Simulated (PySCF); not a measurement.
Problem. Write a Z-matrix for `BN[Si@H](C)N` as optimised with PBE0-D3(BJ)/def2-SVP.

Solution. 
Z-matrix in Å and degrees, rows numbered from 1:
```
B 
N   1  1.3993
Si  2  1.7636  1  127.99
C   3  1.8698  2  112.20  1  -108.97
N   3  1.7304  2  106.63  1   134.21
H   1  1.2115  2  119.35  3    -1.66
H   1  1.2123  2  119.84  3   178.47
H   2  1.0175  1  116.98  3  -179.09
H   3  1.4947  2  104.63  1    10.25
H   4  1.1011  3  111.00  2   -59.85
H   4  1.1019  3  111.23  2   179.74
H   4  1.1007  3  110.37  2    60.26
H   5  1.0137  3  119.27  2   156.32
H   5  1.0143  3  119.81  2   -61.98
```

The N–Si distances run from 1.730 Å (Si3–N5, drawn single) to 1.764 Å (N2–Si3, drawn single), a spread of 0.034 Å. N5 (silicon-bound nitrogen) has angles 119.8°, 119.3° and 110.5°, sum 349.6°, 0.22 Å off the plane of its three neighbours. N2 (silicon-bound nitrogen) is planar (angles 128.0°, 117.0° and 115.0°, sum 360.0°, 0.01 Å off the plane of its three neighbours). Si3 (SiH silicon) is distorted tetrahedral (angles from 104.6° to 116.5°).

Theory: PySCF 2.14.0, PBE0-D3(BJ)/def2-SVP geometry optimisation, gas phase.

Point group: C1 (no symmetry element, even within 0.4 Å). Not checked by PBE0-D3(BJ)/def2-SVP frequencies. The numbers are those of one conformer (B1–N2–Si3–C4 -109°, N2–Si3–N5–H 156° and -62°).

Time: 68 s of wall time; peak memory 0.49 GiB. Hardware: an Intel Xeon 6975P-C with one thread, shared host with 192 logical CPUs at a one-minute load of 12. These figures are those of the optimisation.
